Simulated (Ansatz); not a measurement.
Calculated with Ansatz (gas phase, PBE0-D4/def2-TZVP geometries, no zero-point term in ΔE). CCSD(T)/CBS adds triple-zeta CCSD(T) − MP2 to the extrapolated MP2 energy (def2 sets, frozen cores). This one scheme is used for every species. Functionals use def2-TZVPP. One conformer a species, not always the lowest.

`NC[SiH2]P` + `FCS` → `NCSCF` + `[SiH3]P`  (substitution at a C–Si bond)

| level | ΔE (kJ/mol) |
| --- | --- |
| ωB97M-V | 27.4 |
| B2PLYP | 24.8 |
| HF/def2-TZVPP | 22.8 |
| MP2/def2-TZVPP | 27.2 |
| CCSD(T)/def2-TZVPP | 27.1 |
| HF/def2-QZVPP | 23.0 |
| MP2/def2-QZVPP | 27.0 |
| HF/CBS(def2) | 23.0 |

**Question.** What does CCSD(T)/CBS give? (Estimate.)

**Answer.** Computed: +26.7 kJ/mol. The listed levels differ from it by 0.7, -1.9, -3.9, 0.5, 0.4, -3.7, 0.3, -3.7 kJ/mol.

Largest T1 diagnostic among the species: 0.013.

In def2-TZVPP, CCSD(T) changes the Hartree–Fock value by +4.2 kJ/mol (the triples alone add −0.7 kJ/mol) and MP2 by +4.4 kJ/mol.
